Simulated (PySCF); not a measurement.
## Adding and removing an electron: TlAs

PBE; PySCF, scalar-relativistic core potentials, basis sets Tl def2-SVP with ECP60, As def2-SVP. Neutral (UKS): triplet (π ↑↑), Re = 2.852 Å, ωe = 153 cm⁻¹, De = 1.90 eV, HOMO -4.10 eV, LUMO -3.58 eV.

TlAs⁺ (UKS): quartet (σ ↑, π ↑↑), Re = 3.169 Å, ωe = 75.5 cm⁻¹. The energies at the minima are -2407.79454 hartree for TlAs and -2407.54350 for TlAs⁺.

(1) Work out the adiabatic ionisation energy, without and with harmonic zero-point energies (1 hartree = 27.2114 eV, 1 eV = 8065.5 cm⁻¹), and the change of the bond length.

These are scalar-relativistic numbers at best; spin–orbit coupling would shift them, the dissociation energy most. States were picked by a PBE0 search and need not be the measured ground states.

Results:

(1) At PBE: 0.25104 hartree = 6.831 eV between the minima; the zero-point term (75.5 − 153.0)/2 cm⁻¹ = -0.005 eV makes it 6.826 eV. Re changes by +31.7 pm against the neutral. The electron leaves a σ orbital, and the ion is left as a loose complex of an ion and an atom.
